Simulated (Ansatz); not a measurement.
Basis sets compared for the cluster B₉. Charge 0, multiplicity 2. Geometry PBE-D4/def2-SVP. Ansatz on 4 threads of Arm Neoverse V2 on a shared host; times are rough, and most runs start from earlier orbitals.

```xyz
9

B    -0.919    0.022    1.885
B    -0.536   -1.851   -0.312
B    -0.994   -1.276    1.056
B     0.907   -0.009   -1.853
B     0.252   -1.355   -1.540
B     0.521    1.835    0.331
B    -0.264    1.371    1.575
B     0.032   -0.040   -0.096
B     1.000    1.303   -1.047
```

The structure comes from a short search, and lower isomers may exist.

Binding counts from free atoms (B doublet) in the same basis, without a counterpoise term.

```json
{"level": "PBE-D4/def2-SVP", "functions": "126", "energy (Eh)": "-222.8654", "HOMO (eV)": "-5.88", "LUMO (eV)": "-5.61", "binding per atom (eV)": "4.93", "wall time": "3.1 s"}
{"level": "PBE-D4/def2-TZVP", "functions": "279", "energy (Eh)": "-223.0982", "HOMO (eV)": "-5.86", "LUMO (eV)": "-5.57", "binding per atom (eV)": "4.86", "wall time": "7.5 s"}
{"level": "r2SCAN-D4/def2-TZVP", "functions": "279", "energy (Eh)": "-223.2942", "HOMO (eV)": "-5.96", "LUMO (eV)": "-5.34", "binding per atom (eV)": "4.73", "wall time": "16 s"}
{"level": "PBE0-D4/def2-SVP", "functions": "126", "energy (Eh)": "-222.8906", "HOMO (eV)": "-6.58", "LUMO (eV)": "-4.82", "binding per atom (eV)": "4.80", "wall time": "4.6 s"}
{"level": "PBE0-D4/def2-TZVP", "functions": "279", "energy (Eh)": "-223.1223", "HOMO (eV)": "-6.55", "LUMO (eV)": "-4.76", "binding per atom (eV)": "4.71", "wall time": "23 s"}
```

(1) Estimate the rows for PBE-D4/def2-TZVPD, r2SCAN-D4/def2-TZVPD, PBE0-D4/def2-TZVPD.

## Answers

(1) 
```csv
level,functions,energy (Eh),HOMO (eV),LUMO (eV),binding per atom (eV),wall time
PBE-D4/def2-TZVPD,333,-223.0986,-5.86,-5.57,4.86,11 s
r2SCAN-D4/def2-TZVPD,333,-223.2944,-5.96,-5.34,4.73,21 s
PBE0-D4/def2-TZVPD,333,-223.1226,-6.54,-4.75,4.71,52 s
```
